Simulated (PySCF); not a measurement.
PySCF input file for ClF3H2OSi2, SMILES F[Si](F)(F)O[SiH2]Cl, IEF-PCM-ωB97X/def2-SVP. Coordinates come from a PBE0-D3(BJ)/def2-SVP optimisation. The structure was generated by enumeration, and PubChem lists no compound with its InChIKey, so it may never have been made. The values are those of a single conformer.

```python
import numpy as np
from pyscf import gto, scf, dft
from pyscf.solvent import pcm

mol = gto.M(
    atom='''
    Si    1.07565235   -0.67190444    0.47504666
    F     1.50005990   -1.82154259    1.49065128
    F     1.70056816   -1.01005114   -0.94988255
    F     1.70529506    0.70240404    0.97994652
    O    -0.53264655   -0.58037064    0.40179130
    Si   -1.88096679    0.30411454    0.00950811
    Cl   -1.37516611    1.67968184   -1.43298889
    H    -2.89171974   -0.62803164   -0.53866193
    H    -2.34819009    1.02817151    1.21493894
    ''',
    basis='def2-SVP',
    charge=0,
    spin=0,
    max_memory=1600,
    verbose=3,
)
mf = dft.RKS(mol, xc='wb97x').density_fit(auxbasis='def2-universal-jkfit')
mf.grids.level = 3
mf.conv_tol = 1e-9
mf.max_cycle = 100
mf.kernel()
res = {}
for name, eps in {'water': 78.355, 'chloroform': 4.7113, 'acetone': 20.493}.items():
    s = mf.PCM()
    s.with_solvent.method, s.with_solvent.eps, s.with_solvent.lebedev_order = 'IEF-PCM', eps, 29
    s.kernel(mf.make_rdm1())
    res[name] = (s.e_tot, eps, s.dip_moment(), s.mo_energy, s.converged)
    print(f'{name}: electrostatic solvation free energy {(s.e_tot - mf.e_tot) * 627.509474:.3f} kcal/mol')
```

Output:

```
converged SCF energy = -1414.75513296694

WARN: PCM is an experimental feature. It is still in testing.
Features and APIs may be changed in the future.

converged SCF energy = -1414.75932988487
Dipole moment(X, Y, Z, Debye): -2.50732, -0.19565,  0.70082
water: electrostatic solvation free energy -2.634 kcal/mol

WARN: PCM is an experimental feature. It is still in testing.
Features and APIs may be changed in the future.

converged SCF energy = -1414.75814077953
Dipole moment(X, Y, Z, Debye): -2.41320, -0.16107,  0.63845
chloroform: electrostatic solvation free energy -1.887 kcal/mol

WARN: PCM is an experimental feature. It is still in testing.
Features and APIs may be changed in the future.

converged SCF energy = -1414.75909489031
Dipole moment(X, Y, Z, Debye): -2.48905, -0.18866,  0.68811
acetone: electrostatic solvation free energy -2.486 kcal/mol
```

The run converged.
